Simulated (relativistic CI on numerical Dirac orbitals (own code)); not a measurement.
# Ligand-field terms of d7

Computed with a parametric ligand-field model of a d^n configuration (Racah B and C, spin-orbit zeta, crystal field), exact diagonalisation.

Field parameters in Wybourne normalisation: D3d B²₀ = −7Dσ, B⁴₀ = −14Dq − 21Dτ, B⁴₃ = −14√(10/7) Dq; D4h B²₀ = −7Ds, B⁴₀ = 21(Dq − Dt), B⁴₄ = 21√(5/14) Dq. The field is a parameter set, without covalency.

(1) Ground term and bands for B = 330, C = 1600, ζ = 0 cm⁻¹, D3d, 10Dq = 9500, Dσ = 1200, Dτ = -360 cm⁻¹?

(2) Ground term and bands for B = 450, C = 1780, ζ = 0 cm⁻¹, D3d, 10Dq = 20150, Dσ = 1200, Dτ = -70 cm⁻¹?

(3) Ground term and bands for B = 870, C = 3480, ζ = 0 cm⁻¹, D4h, 10Dq = 28100, Ds = 3000, Dt = -280 cm⁻¹?

(4) Ground term and bands for B = 570, C = 2370, ζ = 0 cm⁻¹, D3d, 10Dq = 15450, Dσ = 1200, Dτ = 10 cm⁻¹?

(5) Ground term and bands for B = 520, C = 2080, ζ = 0 cm⁻¹, D3d, 10Dq = 23300, Dσ = 1200, Dτ = 230 cm⁻¹?

Results:

(1) Ground term 2E with 1.16 electrons in the two orbitals of the cubic e set. Spin-allowed: 2E 7799 cm⁻¹ (1282 nm), 2A2 7830 cm⁻¹ (1277 nm), 2E 7965 cm⁻¹ (1255 nm), 2A1 8319 cm⁻¹ (1202 nm). Lowest spin-forbidden: 4A2 833 cm⁻¹, 4E 1723 cm⁻¹, 4E 9764 cm⁻¹ (1024 nm).

(2) Ground term 2E with 1.03 electrons in the two orbitals of the cubic e set. Spin-allowed: 2E 17944 cm⁻¹ (557 nm), 2A1 18791 cm⁻¹ (532 nm), 2E 19084 cm⁻¹ (524 nm), 2A2 19314 cm⁻¹ (518 nm). Lowest spin-forbidden: 4E 10631 cm⁻¹ (941 nm), 4A2 12731 cm⁻¹ (786 nm), 4E 29460 cm⁻¹ (339 nm).

(3) Ground term 2A1 with 1.02 electrons in the two orbitals of the cubic e set. Spin-allowed: 2B1 10203 cm⁻¹ (980 nm), 2A2 25461 cm⁻¹ (393 nm), 2E 29311 cm⁻¹ (341 nm), 2B2 29605 cm⁻¹ (338 nm). Lowest spin-forbidden: 4A2 11160 cm⁻¹ (896 nm), 4E 21065 cm⁻¹ (475 nm), 4E 42496 cm⁻¹ (235 nm).

(4) Ground term 2E with 1.05 electrons in the two orbitals of the cubic e set. Spin-allowed: 2E 13192 cm⁻¹ (758 nm), 2A1 14187 cm⁻¹ (705 nm), 2E 14531 cm⁻¹ (688 nm), 2A2 14774 cm⁻¹ (677 nm). Lowest spin-forbidden: 4E 3459 cm⁻¹ (2891 nm), 4A2 5816 cm⁻¹ (1719 nm), 4E 17713 cm⁻¹ (565 nm).

(5) Ground term 2E with 1.02 electrons in the two orbitals of the cubic e set. Spin-allowed: 2E 21135 cm⁻¹ (473 nm), 2A1 22287 cm⁻¹ (449 nm), 2E 22760 cm⁻¹ (439 nm), 2A2 23158 cm⁻¹ (432 nm). Lowest spin-forbidden: 4E 12543 cm⁻¹ (797 nm), 4A2 17060 cm⁻¹ (586 nm), 4E 35306 cm⁻¹ (283 nm).
